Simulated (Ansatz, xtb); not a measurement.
System: GaF2, charge -1, multiplicity 1. SMILES of the parent species: [F][Ga][F]
Geometry from a B3LYP-D3(BJ)/def2-TZVP (Ansatz, a first-principles code) optimisation:
```
Ga
F 1 1.8909
F 1 1.8909 2 97.54
```
Charge -1, spin multiplicity 1.

Harmonic wavenumbers from GFN2-xTB (xtb, at its own minimum), cm⁻¹: 81, 255, 305.

### Question
Give the harmonic wavenumbers at B3LYP-D3(BJ)/def2-TZVP (Ansatz, finite differences of forces, unscaled).

### Answer
200, 456, 484 cm⁻¹. Zero-point energy 1.6 kcal/mol.

### Question
From these and the geometry, give the ideal-gas thermochemistry at 298.15 K and 1 atm (rigid rotor, harmonic oscillator).

### Answer
Point group C2v, rotational symmetry number 2. Rotational constants 13.23, 6.577, 4.393 GHz. S(trans) 39.94, S(rot) 22.87, S(vib) 3.61, S(elec, spin only) 0.00, S 66.4 cal/(mol K). H(298) - H(0) 3.03 kcal/mol; G - E(el) -15.1 kcal/mol.
